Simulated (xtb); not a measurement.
xtb input (GFN1-xTB):

```bash
xtb mol.xyz --gfn 1 --sp --chrg 2 --uhf 0
```
mol.xyz:
```
2

Hg    -0.00000000    -0.00000000    -1.35891405
Hg     0.00000000     0.00000000     1.35891405
```

Output:

```
           -------------------------------------------------
          |                Calculation Setup                |
           -------------------------------------------------

           -------------------------------------------------
          |                 G F N 1 - x T B                 |
           -------------------------------------------------

        Reference                      10.1021/acs.jctc.7b00118
      * Hamiltonian:
        H0-scaling (s, p, d)           1.850000    2.250000    2.000000
        zeta-weighting                 0.000000
      * Dispersion:
        s8                             2.400000
        a1                             0.630000
        a2                             5.000000
        s9                             0.000000
      * Repulsion:
        kExp                           1.500000
        rExp                           1.000000
      * Coulomb:
        alpha                          2.000000
        third order                    atomic
        anisotropic                    false
      * Halogen bond correction:
        rad-scale                      1.300000
        damping                        0.440000

          ...................................................
          :                      SETUP                      :
          :.................................................:
          :  # basis functions                   8          :
          :  # atomic orbitals                   8          :
          :  # shells                            4          :
          :  # electrons                         2          :
          :  # halogen bonds                     0          :
          :  max. iterations                   250          :
          :  Hamiltonian                  GFN1-xTB          :
          :  restarted?                      false          :
          :  GBSA solvation                  false          :
          :  PC potential                    false          :
          :  electronic temp.          300.0000000     K    :
          :  accuracy                    1.0000000          :
          :  -> integral cutoff          0.2500000E+02      :
          :  -> integral neglect         0.1000000E-07      :
          :  -> SCF convergence          0.1000000E-05 Eh   :
          :  -> wf. convergence          0.2000000E-04 e    :
          :  Broyden damping             0.4000000          :
          :  net charge                          2          :
          :  unpaired electrons                  0          :
          ...................................................

 iter      E             dE          RMSdq      gap      omega  full diag
   1     -0.5721035 -0.572104E+00  0.164E-01    4.44       0.0  T
   2     -0.5721036 -0.244577E-07  0.980E-02    4.44       1.0  T
   3     -0.5721036 -0.135302E-07  0.680E-06    4.44   10399.4  T
   4     -0.5721036  0.888178E-15  0.394E-11    4.44  100000.0  T

   *** convergence criteria satisfied after 4 iterations ***

         #    Occupation            Energy/Eh            Energy/eV
      -------------------------------------------------------------
         1        2.0000           -1.0065596             -27.3899 (HOMO)
         2                         -0.8434370             -22.9511 (LUMO)
         3                         -0.5802389             -15.7891
         4                         -0.5802389             -15.7891
         5                         -0.5165228             -14.0553
         6                         -0.4175579             -11.3623
       ...                                ...                  ...
         8                          1.0754670              29.2649
      -------------------------------------------------------------
                  HL-Gap            0.1631227 Eh            4.4388 eV
             Fermi-level           -0.9249983 Eh          -25.1705 eV

 SCC (total)                   0 d,  0 h,  0 min,  0.002 sec
 SCC setup                      ...        0 min,  0.000 sec (  7.265%)
 Dispersion                     ...        0 min,  0.000 sec (  3.661%)
 classical contributions        ...        0 min,  0.000 sec (  2.622%)
 integral evaluation            ...        0 min,  0.000 sec ( 14.665%)
 iterations                     ...        0 min,  0.001 sec ( 49.373%)
 molecular gradient             ...        0 min,  0.000 sec ( 15.047%)
 printout                       ...        0 min,  0.000 sec (  6.776%)

         :::::::::::::::::::::::::::::::::::::::::::::::::::::
         ::                     SUMMARY                     ::
         :::::::::::::::::::::::::::::::::::::::::::::::::::::
         :: total energy              -0.571233573301 Eh    ::
         :: gradient norm              0.023305072659 Eh/a0 ::
         :: HOMO-LUMO gap              4.438794170727 eV    ::
         ::.................................................::
         :: SCC energy                -0.572103587055 Eh    ::
         :: -> electrostatic           0.487905366036 Eh    ::
         :: repulsion energy           0.001322233594 Eh    ::
         :: dispersion energy         -0.000452219840 Eh    ::
         :: halogen bond corr.         0.000000000000 Eh    ::
         :: add. restraining           0.000000000000 Eh    ::
         :: total charge               2.000000000000 e     ::
         :::::::::::::::::::::::::::::::::::::::::::::::::::::

           -------------------------------------------------
          |                Property Printout                |
           -------------------------------------------------

    * Orbital Energies and Occupations

         #    Occupation            Energy/Eh            Energy/eV
      -------------------------------------------------------------
         1        2.0000           -1.0065596             -27.3899 (HOMO)
         2                         -0.8434370             -22.9511 (LUMO)
         3                         -0.5802389             -15.7891
         4                         -0.5802389             -15.7891
         5                         -0.5165228             -14.0553
         6                         -0.4175579             -11.3623
         7                         -0.4175579             -11.3623
         8                          1.0754670              29.2649
      -------------------------------------------------------------
                  HL-Gap            0.1631227 Eh            4.4388 eV
             Fermi-level           -0.9249983 Eh          -25.1705 eV

  Mulliken/CM5 charges         n(s)   n(p)   n(d)
     1Hg    1.00000  1.00000   0.988  0.012  0.000
     2Hg    1.00000  1.00000   0.988  0.012  0.000

Wiberg/Mayer (AO) data.
largest (>0.10) Wiberg bond orders for each atom

 ---------------------------------------------------------------------------
     #   Z sym  total        # sym  WBO       # sym  WBO       # sym  WBO
 ---------------------------------------------------------------------------
     1  80 Hg   1.000 --     2 Hg   1.000
     2  80 Hg   1.000 --     1 Hg   1.000
 ---------------------------------------------------------------------------

Topologies differ in total number of bonds
Writing topology from bond orders to xtbtopo.mol

 dipole moment from electron density (au)
     X       Y       Z
   0.0000  -0.0000   0.0000  total (Debye):    0.000

           -------------------------------------------------
          | TOTAL ENERGY               -0.571233573301 Eh   |
          | GRADIENT NORM               0.023305072659 Eh/α |
          | HOMO-LUMO GAP               4.438794170727 eV   |
           -------------------------------------------------

------------------------------------------------------------------------
Note: The following floating-point exceptions are signalling: IEEE_DENORMAL
normal termination of xtb
------------------------------------------------------------------------
 total:
 SCF:
```
